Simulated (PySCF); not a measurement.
# Computed records: CH6BOSi, Al2BH4O, BF2H3N, C2H5BCl and others

Computed with PySCF 2.14.0. Calculation on a computer-drawn molecule: optimised geometry and harmonic frequencies of an isolated molecule of the commonest isotopes, restricted reference for singlets and unrestricted otherwise, frozen core in MP2.

(1) CH6BOSi

Start structure:
```xyz
10
CH6BOSi
B     -1.0317    -1.3899    -2.3297
O      0.1747    -1.7845    -2.1037
C      1.4282    -0.9673    -1.9678
Si     1.3108     0.8677    -2.3929
H     -1.3924    -0.4350    -2.6425
H      1.8646    -1.1102    -1.0145
H      2.1150    -1.5316    -2.7060
H      0.8556     1.0496    -3.7761
H      2.7108     1.4289    -2.2808
H      0.4572     1.5036    -1.4281
```

Settings of this run: charge 0, multiplicity 2, method HF and basis cc-pV(D+d)Z.

Results for CH6BOSi: rotational constants 12.99, 3.666, 3.013 GHz; total energy -429.8051 hartree; spin squared 0.7543; convergence status largest gradient component 3.155e-05 hartree/bohr.

Drawn bonds:
```csv
atom,other atom,order
1,2,1
2,3,1
3,4,1
1,5,1
3,6,1
3,7,1
4,8,1
4,9,1
4,10,1
```

Optimised structure:
```xyz
10
CH6BOSi
B     -0.9970    -1.4414    -2.3509
O      0.2403    -1.8251    -2.0863
C      1.4124    -1.0178    -2.0093
Si     1.2908     0.8425    -2.4102
H     -1.3398    -0.3093    -2.5847
H      1.8138    -1.1294    -0.9992
H      2.1494    -1.4645    -2.6805
H      0.8194     1.0749    -3.7924
H      2.6809     1.3406    -2.2755
H      0.4225     1.5609    -1.4531
```

Modes:
```csv
frequency (cm⁻¹),reduced mass (dalton)
45.65,2.089
229,1.92
235.1,1.581
395.7,2.757
504.1,1.11
600.1,1.593
602.5,1.633
790.6,1.971
915.4,1.46
1003,1.355
1025,1.114
1032,1.064
1033,2.137
1093,1.381
1358,1.085
1381,2.064
1499,2.136
1590,1.192
2307,1.044
2327,1.051
2330,1.026
2647,1.093
3195,1.059
3240,1.105
```

(2) Al2BH4O

Start structure:
```xyz
8
Al2BH4O
B      0.6813    -1.1661    -0.8221
Al     2.6337    -1.3863    -0.7037
Al     4.6846    -0.6431     0.7078
O      5.7374     0.0192     1.7946
H      0.2997    -0.0844    -1.1816
H      0.0469    -1.6985     0.0056
H      3.9610    -2.0796    -1.4302
H      6.2969     0.3691     2.4910
```

Settings of this run: charge 0, multiplicity 2, method HF and basis cc-pV(D+d)Z.

It finds rotational constants 11.41, 1.557, 1.486 GHz; total energy -585.7007 hartree; spin squared 0.82; convergence status largest gradient component 2.175e-05 hartree/bohr.

Drawn bonds:
```csv
atom,other atom,order
1,2,1
2,3,1
3,4,1
1,5,1
1,6,1
2,7,1
4,8,1
```

Optimised structure:
```xyz
8
Al2BH4O
B      1.0062    -0.7710    -0.7418
Al     3.0076    -1.5313    -0.5830
Al     5.0102    -0.0890     0.4047
O      5.6348     0.0041     1.9757
H      0.7231     0.1913    -1.4095
H      0.0891    -1.2574    -0.1294
H      3.4619    -2.7947    -1.4408
H      5.4088    -0.4216     2.7855
```

Modes:
```csv
frequency (cm⁻¹),reduced mass (dalton)
56.25,4.142
99.11,2.664
113.8,3.193
192.6,1.417
264.7,11.55
336.2,1.221
354.8,1.108
503.2,1.226
514.1,1.098
564.1,4.165
569.5,1.358
863.8,6.432
899,1.398
1235,1.131
1929,1.042
2637,1.054
2706,1.12
4222,1.068
```

(3) BF2H3N

Start structure:
```xyz
7
BF2H3N
N      0.7975     0.6178    -0.1902
B      0.6482     2.1325    -0.1785
F      1.4268     2.7600    -1.2422
F     -0.7215     2.4693    -0.4544
H      0.5506     0.2551    -1.0965
H      1.7562     0.3597    -0.0348
H      1.0141     2.6195     0.9037
```

Here we set charge -1, multiplicity 1, method MP2 and basis aug-cc-pVDZ.

Results for BF2H3N: rotational constants 8.443, 8.219, 4.665 GHz; total energy -280.6570 hartree; convergence status largest gradient component 4.682e-06 hartree/bohr.

Drawn bonds:
```csv
atom,other atom,order
1,2,1
2,3,1
2,4,1
1,5,1
1,6,1
2,7,1
```

Optimised structure:
```xyz
7
BF2H3N
N      0.7882     0.6059    -0.1770
B      0.6489     2.1343    -0.1714
F      1.4446     2.7706    -1.2593
F     -0.7484     2.4741    -0.4527
H      0.5522     0.2539    -1.1095
H      1.7681     0.3538    -0.0309
H      1.0183     2.6213     0.9080
```

Modes:
```csv
frequency (cm⁻¹),reduced mass (dalton)
192.8,1.129
344,3.447
396.1,6.295
486,3.445
715.9,1.987
787.9,2.489
851.9,3.571
920.1,2.052
1040,2.019
1103,1.256
1171,1.526
1572,1.105
2359,1.079
3475,1.051
3581,1.088
```

(4) C2H5BCl

Start structure:
```xyz
9
C2H5BCl
C     -0.4011    -0.1555    -1.1322
C      0.4717    -0.7773    -2.2112
B      1.3735    -1.9344    -2.0589
Cl     2.2428    -2.5370    -3.3918
H     -0.2622    -0.6589    -0.2398
H     -1.4377    -0.2045    -1.4972
H     -0.2019     0.8610    -1.1376
H      0.3567    -0.3056    -3.2564
H      1.4745    -2.4447    -1.0106
```

Here we set charge 0, multiplicity 2, method HF and basis cc-pV(D+d)Z.

It finds rotational constants 36.41, 2.231, 2.13 GHz; total energy -562.8567 hartree; spin squared 0.7584; convergence status largest gradient component 2.452e-05 hartree/bohr.

Drawn bonds:
```csv
atom,other atom,order
1,2,1
2,3,1
3,4,1
1,5,1
1,6,1
1,7,1
2,8,1
3,9,1
```

Optimised structure:
```xyz
9
C2H5BCl
C     -0.4195    -0.1460    -1.1911
C      0.4281    -0.7637    -2.2633
B      1.3723    -1.9458    -2.0560
Cl     2.3229    -2.5828    -3.4177
H     -0.2895    -0.6394    -0.2275
H     -1.4793    -0.1940    -1.4613
H     -0.1758     0.9144    -1.0696
H      0.3418    -0.3138    -3.2492
H      1.5154    -2.4859    -1.0001
```

Modes:
```csv
frequency (cm⁻¹),reduced mass (dalton)
128.5,2.474
144.2,1.241
233.3,3.41
383.8,4.822
686.7,1.156
818,3.664
850.5,1.512
946.5,1.899
1058,1.418
1123,1.676
1166,1.509
1249,1.764
1493,1.737
1509,1.302
1577,1.048
1588,1.124
2754,1.096
3158,1.039
3212,1.099
3263,1.1
3299,1.088
```

(5) AlBFH3N

Start structure:
```xyz
7
AlBFH3N
F     -1.7429     0.1776     2.7847
B     -1.3037    -0.2719     1.6226
N     -0.8936    -0.6917     0.5371
Al    -0.2697    -1.3298    -1.1131
H     -0.8885    -0.4020    -2.3170
H      1.3693    -1.2497    -1.1357
H     -0.7534    -2.8861    -1.3053
```

It was run with charge -1, multiplicity 1, method MP2 and basis aug-cc-pV(D+d)Z.

It finds rotational constants 69.48, 1.889, 1.889 GHz; total energy -422.9189 hartree; convergence status largest gradient component 2.292e-05 hartree/bohr.

Drawn bonds:
```csv
atom,other atom,order
1,2,1
2,3,2
3,4,1
4,5,1
4,6,1
4,7,1
```

Optimised structure:
```xyz
7
AlBFH3N
F     -1.7633     0.1985     2.8388
B     -1.3129    -0.2625     1.6468
N     -0.8903    -0.6949     0.5286
Al    -0.2573    -1.3424    -1.1457
H     -0.8842    -0.4064    -2.3297
H      1.3745    -1.2544    -1.1478
H     -0.7490    -2.8914    -1.3176
```

Modes:
```csv
frequency (cm⁻¹),reduced mass (dalton)
96.53,5.494
96.63,5.497
408.7,11.34
438.5,10.77
438.5,10.77
568.5,1.191
568.6,1.191
791.3,1.063
791.3,1.063
810.7,1.088
975.6,15.22
1697,1.051
1697,1.051
1767,1.017
1979,11.61
```

(6) BCl2H2Si

Start structure:
```xyz
6
BCl2H2Si
Cl    -0.4521     2.6886    -1.9642
B     -0.5409     1.8009    -0.5506
Si     1.1626     1.2026     0.2745
Cl     1.5375    -0.7383     0.5241
H     -1.5431     1.5027    -0.1041
H      2.2691     2.0723     0.7153
```

It was run with charge 1, multiplicity 1, method HF and basis cc-pV(D+d)Z.

The calculation gives: rotational constants 11.23, 1.243, 1.196 GHz; total energy -1233.5676 hartree; convergence status largest gradient component 3.472e-05 hartree/bohr.

Drawn bonds:
```csv
atom,other atom,order
1,2,1
2,3,1
3,4,1
2,5,1
3,6,1
```

Optimised structure:
```xyz
6
BCl2H2Si
Cl    -0.4164     2.5337    -2.0958
B     -0.5803     1.8124    -0.5480
Si     1.1848     1.1896     0.3054
Cl     1.6318    -0.7290     0.3642
H     -1.6124     1.6624     0.0141
H      2.2257     2.0597     0.8551
```

Modes:
```csv
frequency (cm⁻¹),reduced mass (dalton)
26.4,6.691
141.9,4.576
168.1,3.893
485.8,1.987
612.2,2.807
703.8,5.315
735.6,1.52
858.9,1.347
926,2.346
1099,1.552
2423,1.044
2840,1.094
```

(7) CH6AlBN

Start structure:
```xyz
10
CH6AlBN
B     -0.5783     1.8309     1.7898
C     -0.1908     1.3451     3.0991
Al     0.3213    -0.2521     2.0173
N      0.9247    -1.7046     1.3675
H     -1.6042     1.6405     1.2275
H      0.2850     2.4212     1.1293
H     -1.0025     1.0127     3.8005
H      0.6008     1.7380     3.7003
H      1.2486    -2.5532     1.7802
H      0.9201    -1.9707     0.3234
```

It was run with charge 1, multiplicity 1, method HF and basis cc-pV(D+d)Z.

Results for CH6AlBN: rotational constants 24, 2.627, 2.456 GHz; total energy -362.1965 hartree; convergence status largest gradient component 1.942e-05 hartree/bohr.

Drawn bonds:
```csv
atom,other atom,order
1,2,1
2,3,1
3,4,1
1,5,1
1,6,1
2,7,1
2,8,1
4,9,1
4,10,1
```

Optimised structure:
```xyz
10
CH6AlBN
B     -0.6983     2.2104     1.7779
C     -0.1801     1.1571     2.8431
Al     0.4407    -0.4772     2.0688
N      1.0087    -1.9633     1.4335
H     -1.8427     2.1855     1.4385
H      0.0735     2.9829     1.2950
H     -0.9679     0.8315     3.5343
H      0.6865     1.5195     3.4104
H      1.3564    -2.7363     1.9776
H      1.0479    -2.2023     0.4557
```

Modes:
```csv
frequency (cm⁻¹),reduced mass (dalton)
21.61,1.05
112.5,3.401
124.7,1.4
192.5,2.326
243.9,3.879
523.8,1.225
565.6,4.335
681.1,1.098
688,1.253
873.9,1.203
952.5,1.696
985.3,3.077
1045,2.761
1138,1.5
1164,1.216
1319,1.183
1498,1.114
1649,1.099
2715,1.05
2813,1.133
3150,1.055
3218,1.104
3735,1.052
3812,1.093
```

(8) Al2BH5N

Start structure:
```xyz
9
Al2BH5N
B      0.7758    -1.8747    -1.0292
N      1.1285    -0.5920    -1.5118
Al     0.0459     0.6179    -0.5468
Al     0.3245    -0.3074     1.8904
H     -0.0310    -2.0666    -0.2104
H      1.3880    -2.8285    -1.5127
H      1.7862    -0.4562    -2.1144
H     -0.3035     1.7715    -1.5758
H      1.0764    -0.2775     3.3978
```

It was run with charge 0, multiplicity 2, method HF and basis cc-pV(D+d)Z.

It finds rotational constants 7.549, 2.299, 1.783 GHz; total energy -565.9147 hartree; spin squared 0.7791; convergence status largest gradient component 2.631e-05 hartree/bohr.

Drawn bonds:
```csv
atom,other atom,order
1,2,1
2,3,1
3,4,1
1,5,1
1,6,1
2,7,1
3,8,1
4,9,1
```

Optimised structure:
```xyz
9
Al2BH5N
B      1.0323    -2.0794    -1.1343
N      0.8430    -0.7390    -1.5071
Al     0.3772     0.6242    -0.4003
Al    -0.2573     0.0150     2.0495
H      0.8703    -2.3994     0.0223
H      1.3509    -2.9205    -1.9346
H      0.9934    -0.5484    -2.4827
H      0.2324     2.0350    -1.1125
H      0.7487    -0.0009     3.2868
```

Modes:
```csv
frequency (cm⁻¹),reduced mass (dalton)
76.62,4.089
134.8,2.541
200.1,1.13
282.8,1.407
291,2.149
338.5,6.455
395.7,1.119
521.2,1.246
640.8,1.375
718.6,2.544
883.3,1.097
990.9,1.283
1098,1.373
1221,1.555
1343,1.253
1449,2.454
1918,1.044
1954,1.043
2604,1.066
2686,1.114
3772,1.075
```

(9) AlB2H4O

Start structure:
```xyz
8
AlB2H4O
B     -1.8883     1.8170     0.7725
O     -0.5652     1.6848     0.4484
B      0.6271     1.5630     0.1636
Al     2.7896     1.3152    -0.4301
H     -2.5161     0.8559     0.8315
H     -2.3192     2.8594     1.0597
H      3.0196     0.8164    -1.8228
H      3.8650     1.7127     0.6201
```

It was run with charge 1, multiplicity 1, method HF and basis cc-pV(D+d)Z.

Drawn bonds:
```csv
atom,other atom,order
1,2,1
2,3,1
3,4,1
1,5,1
1,6,1
4,7,1
4,8,1
```

(10) C3H6B

Start structure:
```xyz
10
C3H6B
B     -3.1816    -0.1683    -0.9422
C     -2.5514     0.6751    -0.0653
C     -0.9892     0.6687     0.1203
C     -0.7392    -0.1184     1.2875
H     -3.7759    -0.8563    -1.7300
H     -3.0141     1.3290     0.7036
H     -0.5452     0.2111    -0.7723
H     -0.6724     1.7766     0.1328
H     -0.9331     0.3662     2.2473
H     -0.6856    -1.1395     1.2648
```

It was run with charge 0, multiplicity 2, method HF and basis cc-pVDZ.

Drawn bonds:
```csv
atom,other atom,order
1,2,2
2,3,1
3,4,1
1,5,1
2,6,1
3,7,1
3,8,1
4,9,1
4,10,1
```

Question: AlB2H4O (entry 9): total energy?
Answer: -368.2843 hartree

Question: AlB2H4O (entry 9): rotational constants?
Answer: 77.35, 1.839, 1.826 GHz

Question: C3H6B (entry 10): total energy?
Answer: -141.6694 hartree

Question: What spin squared does the calculation give for C3H6B (entry 10)?
Answer: 0.7633

Question: What rotational constants does the calculation give for C3H6B (entry 10)?
Answer: 25.09, 4.461, 4.356 GHz

Question: Give the table of modes values for C3H6B (entry 10).
Answer: 
Modes:
```csv
frequency (cm⁻¹),reduced mass (dalton)
128.5,2.165
157.6,1.114
244.1,2.088
353,1.712
585.4,1.565
696.4,1.269
749.3,1.604
797.7,1.295
844.3,1.368
1016,3.116
1089,1.489
1126,2.375
1247,1.455
1376,1.154
1412,1.303
1557,1.173
1587,1.101
1652,4.349
2934,1.135
3176,1.061
3216,1.103
3267,1.083
3270,1.054
3377,1.118
```

Further results for AlB2H4O (entry 9):

- convergence status largest gradient component: 1.036e-05 hartree/bohr

Optimised structure:
```xyz
8
AlB2H4O
B     -1.9003     1.8104     0.8099
O     -0.5190     1.6702     0.4430
B      0.6658     1.5493     0.1283
Al     2.8208     1.3286    -0.4436
H     -2.4382     0.8118     1.1436
H     -2.3344     2.9075     0.7344
H      2.9692     1.0251    -1.9594
H      3.7487     1.5216     0.7866
```

Modes:
```csv
frequency (cm⁻¹),reduced mass (dalton)
52.51,1.008
85.66,3.398
91.59,3.89
257.3,2.752
275.6,6.432
339.2,8.899
532.5,1.581
606.9,1.188
757.4,1.075
918.2,5.809
1027,1.274
1110,1.321
1302,1.124
1889,11.9
2095,1.017
2131,1.07
2798,1.039
2946,1.145
```

Further results for C3H6B (entry 10):

* convergence status largest gradient component: 2.724e-05 hartree/bohr

Optimised structure:
```xyz
10
C3H6B
B     -3.2751    -0.0744    -1.0888
C     -2.5601     0.5559    -0.0853
C     -1.0511     0.6137     0.1117
C     -0.6131    -0.0272     1.3993
H     -3.9049    -0.5994    -1.9325
H     -3.1561     1.0684     0.6703
H     -0.5501     0.1251    -0.7273
H     -0.7294     1.6590     0.0978
H     -0.6659     0.5315     2.3275
H     -0.5819    -1.1084     1.4737
```
